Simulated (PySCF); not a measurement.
# How methods differ on the interval between two levels of Mn³⁺

Mn³⁺ [Ar] 3d4 [5D4, M_J = 4] → Mn³⁺ [Ar] 3d3 4p1 [5G6, M_J = 6], as a difference of total energies. Computed with PySCF 2.14 in x2c-TZVPall-2c with one added diffuse shell each of s, p, d type (7s8p5d1f, 63 functions), with the two-component X2C-1e Hamiltonian. Correlated levels: [Ne] frozen. "Screened" scales the spin-orbit matrix elements by Boettger's factors to mimic the two-electron term; Breit and QED terms are absent.

```json
{"method": "GHF (spin-free)", "interval between two levels (cm⁻¹)": "163960"}
{"method": "GMP2 (spin-free)", "interval between two levels (cm⁻¹)": "166420"}
{"method": "GHF (screened spin-orbit)", "interval between two levels (cm⁻¹)": "164650"}
{"method": "GMP2 (screened spin-orbit)", "interval between two levels (cm⁻¹)": "167140"}
```

The labels give the starting determinants; with spin-orbit coupling the two ends relaxed to ⟨J²⟩ = 20.00, ⟨L²⟩ = 6.01, ⟨S²⟩ = 6.00 and ⟨J²⟩ = 42.00, ⟨L²⟩ = 20.01, ⟨S²⟩ = 6.00.
